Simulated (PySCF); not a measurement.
These are PySCF with TPSSh-D3(BJ)/def2-TZVP // CAM-B3LYP-D3(BJ)/def2-TZVP values and carry that method's errors. Gas-phase values, no solvent. One relaxed conformer stands for a flexible species; it need not be the lowest. 

Reference species (SMILES): `C=C(Cl)/C=C/[SiH3]` (Cl–C–C–C torsion 0°) (neutral, multiplicity 1).

```yaml
HOMO: -6.60 eV
HOMO–LUMO gap: 4.67 eV
```

Changed species: `C=C/C=C(\[SiH3])Cl` (C–C–C–C torsion 180°).

Task: What does the change do to the HOMO and HOMO–LUMO gap?

Result: the HOMO goes up by 0.31 eV, to -6.29 eV; the HOMO–LUMO gap drops by 0.19 eV, to 4.48 eV.
